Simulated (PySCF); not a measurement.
**How methods differ on the ionisation energy of Se²⁺**

Se²⁺ [Ar] 3d10 4s2 4p2 (3P) → Se³⁺ [Ar] 3d10 4s2 4p1 (2P), as a difference of total energies. All numbers are calculated (PySCF 2.14, the spin-free X2C one-electron Hamiltonian (Gaussian nucleus), in x2c-TZVPPall). Correlated levels: valence: [Ar] 3d10 frozen. The calculations carry no spin-orbit coupling.

```tsv
method	ionisation energy (eV)
UHF	30.992
MP2 (valence)	31.384
SCS-MP2 (valence)	31.307
CCSD (valence)	31.417
CCSD(T) (valence)	31.439
CCSDT (valence)	31.444
```

Q: How much does correlation contribute at CCSD(T) (valence)?

A: 31.439 − (30.992) = 0.447 eV, measured against UHF.

A first-order spin-orbit estimate (lowest level to lowest level, LS coupling) adds -0.041 eV.

Errors of the correlated levels include the incompleteness of this basis and the frozen core.

For comparison: 31.697 ± 0.019 eV (measured; NIST Atomic Spectra Database, ionization energies).
